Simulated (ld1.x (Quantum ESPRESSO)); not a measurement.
**Reading a pseudo-wave (Pm)**

Columns: radius, all-electron u(r) and pseudo u(r) of the 6p shell (level -1.40 eV) of promethium in the configuration [Kr] 4d10 4f4 5s2 5p6 5d1 6s2 6p0; LDA (PZ), scalar-relativistic, PAW scheme, ld1.x (Quantum ESPRESSO) 7.5.

| r (bohr) | all-electron | pseudo |
| --- | --- | --- |
| 0.163 | -0.0723 | -0.0219 |
| 0.325 | 0.0308 | -0.0819 |
| 0.488 | 0.1164 | -0.1668 |
| 0.650 | 0.0555 | -0.2563 |
| 0.813 | -0.0523 | -0.3318 |
| 0.975 | -0.1399 | -0.3767 |
| 1.138 | -0.1877 | -0.3835 |
| 1.300 | -0.1972 | -0.3525 |
| 1.463 | -0.1771 | -0.2911 |
| 1.625 | -0.1374 | -0.2121 |
| 1.788 | -0.0855 | -0.1270 |
| 1.950 | -0.0281 | -0.0464 |
| 2.113 | 0.0312 | 0.0258 |
| 2.275 | 0.0889 | 0.0882 |
| 2.438 | 0.1440 | 0.1440 |
| 2.600 | 0.1947 | 0.1947 |
| 2.763 | 0.2410 | 0.2410 |
| 2.925 | 0.2823 | 0.2823 |
| 3.088 | 0.3190 | 0.3190 |
| 3.250 | 0.3507 | 0.3507 |
| 3.413 | 0.3781 | 0.3781 |
| 3.575 | 0.4011 | 0.4011 |
| 3.738 | 0.4202 | 0.4202 |
| 3.900 | 0.4355 | 0.4355 |
| 4.063 | 0.4475 | 0.4475 |
| 4.225 | 0.4563 | 0.4563 |

How many radial nodes do the two functions have?

The all-electron 6p function has n − l − 1 = 4 (the table is too coarse to show those close to the nucleus); the pseudo-wave has 1, since 1 lower shell of the same l stays in the valence.

At about which radius was the pseudo-wave matched?

2.55 bohr, where the columns begin to agree (steps of 0.16 bohr).

Is the pseudo-wave norm-conserving?

No, it belongs to a PAW set: the norm inside the radius is not constrained, and the difference is carried by the augmentation charge.
